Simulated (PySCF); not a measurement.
Potential energy of KCa along the bond

Set-up: PySCF, spin-free X2C with a Gaussian nucleus, basis sets K x2c-SVPall, Ca x2c-SVPall. Energies in eV from K + Ca in their ground configurations at the same level. State: ²Σ⁺ (doublet), unpaired electrons σ ↑.

All columns are PBE0. A positive dipole means K(−)Ca(+).

```tsv
R (Å)	E (eV)	μ (D)	Mulliken charge on K (basis-dependent)	HOMO (eV)	LUMO (eV)	Mayer bond order	⟨S²⟩
3.668	-0.108	-1.71	-0.02	-2.85	-1.44	0.55	0.76
3.838	-0.174	-1.78	-0.02	-2.86	-1.46	0.52	0.76
4.009	-0.209	-1.81	-0.02	-2.88	-1.48	0.48	0.76
4.137	-0.222	-1.81	-0.02	-2.89	-1.49	0.45	0.76
4.265	-0.225	-1.80	-0.02	-2.91	-1.50	0.42	0.76
4.393	-0.222	-1.78	-0.02	-2.92	-1.51	0.39	0.76
4.564	-0.210	-1.72	-0.01	-2.94	-1.52	0.34	0.76
4.777	-0.189	-1.63	-0.01	-2.96	-1.52	0.29	0.76
5.033	-0.159	-1.49	0.00	-2.98	-1.51	0.23	0.76
5.374	-0.121	-1.26	0.00	-3.00	-1.48	0.17	0.75
```

A fit through these points gives, at Re = 4.257 Å, μ = -1.80 D and dμ/dR = 0.147 D/Å; the reduced mass is 19.73 u.

**Question.** How strong is the fundamental in the double-harmonic approximation, I = 42.26·(dμ/dR)²/μred km/mol?

**Answer.** I = 42.26·(0.147)²/19.73 = 0.0463 km/mol at PBE0.

The bond is weak. Basis-set superposition, not corrected here, can be much of De in a small basis, most of all at correlated wavefunction levels. Functionals without a dispersion term scatter widely for such bonds, and LDA overbinds them. The state was picked by a PBE0 search and need not be the measured ground state.
